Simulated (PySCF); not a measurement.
Benzoic acid, C₇H₆O₂.
Z-matrix (Å and degrees, GFN2-xTB geometry), rows numbered from 1:
```
O 
C   1  1.2064
O   2  1.3438  1  121.76
C   2  1.4785  1  124.72  3  -179.98
C   4  1.3937  2  118.38  1     0.12
C   5  1.3813  4  119.99  2   179.96
C   6  1.3863  5  119.93  4     0.01
C   7  1.3861  6  120.23  5     0.02
C   8  1.3823  7  120.20  6    -0.02
H   3  0.9697  2  109.54  1     0.00
H   5  1.0796  4  118.62  2    -0.02
H   6  1.0797  5  120.02  4  -179.99
H   7  1.0801  6  119.90  5   179.99
H   8  1.0799  7  119.91  6  -180.00
H   9  1.0788  4  119.60  2     0.05
```

Theory: B3LYP/def2-SVPD in PySCF (dipole) on a GFN2-xTB geometry, gas phase.

Masses are those of the commonest isotopes; rigid-rotor values at the optimised geometry. The values belong to one conformer with, in the numbering `[O:1]=[C:2]([OH:3])[c:4]1[cH:5][cH:6][cH:7][cH:8][cH:9]1`, O1–C2–O3–H 0°, O1–C2–C4–C5 0°.

Question: What are A, B and C (GHz)?

Answer: Ia = 128.76, Ib = 408.11, Ic = 536.87 u·Å²; 505379 MHz·u·Å²/I gives 3925, 1238 and 941.3 MHz, that is A = 3.9249, B = 1.2384, C = 0.9413 GHz.

Question: What kind of rotor is it?

Answer: An asymmetric top; Ray's κ = -0.801.

Question: Is it planar, by Δ = Ic − Ia − Ib?

Answer: Planar: Δ = Ic − Ia − Ib = 0.00 u·Å². For a rigid frame Δ = −2 Σ m c², so it vanishes when all atoms lie in the ab plane; here none is more than 0.01 Å from it.

Question: Which types of transition are allowed, and where do some lines up to J = 2 fall?

Answer: The dipole components are |μa| = 1.57 D, |μb| = 1.54 D, |μc| = 0.00 D; the mirror of this Cs structure is the ab plane, so μc vanishes by symmetry and there are no c-type lines. The squared components, which scale the intensities, stand as 1.00 : 0.97 (a : b). Some lines, for components of 0.1 D or more:

```tsv
type	branch	J(Ka,Kc)	MHz	lower level (cm⁻¹)
b	R	2(0,2) ← 1(1,1)	1650	0.162
b	Q	1(1,0) ← 1(0,1)	2984	0.073
b	Q	2(1,1) ← 2(0,2)	3304	0.217
a	R	2(1,2) ← 1(1,1)	4062	0.162
a	R	2(0,2) ← 1(0,1)	4336	0.073
a	R	2(1,1) ← 1(1,0)	4656	0.172
b	R	1(1,1) ← 0(0,0)	4866	0.000
b	Q	2(2,0) ← 2(1,1)	8083	0.328
b	Q	2(2,1) ← 2(1,2)	8951	0.298
b	R	2(2,0) ← 1(1,1)	13036	0.162
```

No frequency check. Zero-point vibration and centrifugal distortion are left out.
